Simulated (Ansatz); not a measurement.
Geometry optimisation, Ansatz, RKS PBE0/STO-3G.

Input:

```yaml
crystal:
  periodic: [false, false, false]
  atoms:
    - { symbol: Si, position_ang: [-0.422263, 0.638345, 0.294015] }
    - { symbol: O, position_ang: [-0.163913, -2.393677, -0.131721] }
    - { symbol: H, position_ang: [-1.765958, 0.395104, -0.204082] }
    - { symbol: H, position_ang: [-0.206707, -0.232443, 1.427476] }
    - { symbol: "N", position_ang: [-0.19305, 2.291132, 0.923945] }
    - { symbol: H, position_ang: [0.765517, -2.05591, -0.285752] }
    - { symbol: P, position_ang: [1.010399, 0.40203, -1.351341] }
    - { symbol: H, position_ang: [0.050775, -3.383833, -0.048345] }
    - { symbol: H, position_ang: [-0.46686, 2.983255, 0.186144] }
    - { symbol: H, position_ang: [-0.883896, 2.468274, 1.692158] }
    - { symbol: H, position_ang: [0.363849, -0.725633, -1.888139] }
    - { symbol: H, position_ang: [1.911906, -0.386644, -0.614457] }
basis:
  gaussian: { orbitals: STO-3G }
hamiltonian:
  xc: pbe0
relax:
  f_tol: 0.03
  max_steps: 50
```

Command:

```bash
$ ansatz run input.yaml --threads 1 --pin off --max-ram 2048MiB --backend cpu --events-out ev --progress --plain --runs-dir out
```

Question: Where does it end, and by what steps?

Answer: The forces met the threshold. Limits of this set-up: minimal basis. After 25 steps the energy has fallen by 0.241 eV; H6 moved furthest, 1.29 Å.

| step | energy less start (eV) | largest force component (eV/Å) | accepted |
| --- | --- | --- | --- |
| 0 | 0.0000 | 0.846 | yes |
| 1 | -0.0681 | 0.356 | yes |
| 2 | -0.0850 | 0.949 | yes |
| 3 | -0.1031 | 0.786 | yes |
| 4 | -0.0896 | 0.469 | no |
| 5 | -0.1185 | 0.422 | yes |
| 6 | -0.1289 | 0.164 | yes |
| 7 | -0.1320 | 0.507 | yes |
| 8 | -0.1357 | 0.425 | yes |
| 9 | -0.1517 | 0.146 | yes |
| 10 | -0.1604 | 0.217 | yes |
| 11 | -0.1285 | 1.697 | no |
| 12 | -0.1699 | 0.092 | yes |
| 13 | -0.1716 | 0.746 | yes |
| 14 | -0.1834 | 0.289 | yes |
| 15 | -0.1925 | 0.581 | yes |
| 16 | -0.1645 | 1.489 | no |
| 17 | -0.2078 | 0.237 | yes |
| 18 | -0.2181 | 0.137 | yes |
| 19 | -0.2211 | 0.616 | yes |
| 20 | -0.2285 | 0.408 | yes |
| 21 | -0.2371 | 0.188 | yes |
| 22 | -0.2364 | 0.204 | no |
| 23 | -0.2394 | 0.089 | yes |
| 24 | -0.2412 | 0.037 | yes |
| 25 | -0.2413 | 0.029 | yes |

```xyz
12
Properties=species:S:1:pos:R:3
Si -0.515 0.884 0.494
O 0.145 -2.955 -0.403
H -1.925 0.606 0.275
H -0.164 0.261 1.752
N -0.187 2.626 0.715
H 1.084 -3.304 -0.222
P 0.635 0.170 -1.245
H -0.010 -3.426 -1.292
H -0.559 3.151 -0.114
H -0.780 2.983 1.504
H 0.417 -1.196 -0.911
H 1.857 0.200 -0.551
```

The run took 69 s on 1 thread of Arm Neoverse V1 (shared host), peak memory 0.14 GiB.
